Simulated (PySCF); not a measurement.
## Radial density of Li⁺ (lithium, charge +1)

M06-L, 1s2, closed-shell 1S. Computed with PySCF 2.14 in def2-SVP (3s2p, 9 functions), with the non-relativistic Hamiltonian (point nucleus).

```csv
r (bohr),4πr²ρ (e/bohr)
0.00981,0.01455
0.0165,0.04055
0.0278,0.1102
0.0467,0.2822
0.0785,0.6554
0.132,1.365
0.222,2.297
0.374,2.816
0.629,2.026
1.06,0.6302
1.78,0.05094
2.99,0.0001939
5.03,1.739e-05
```
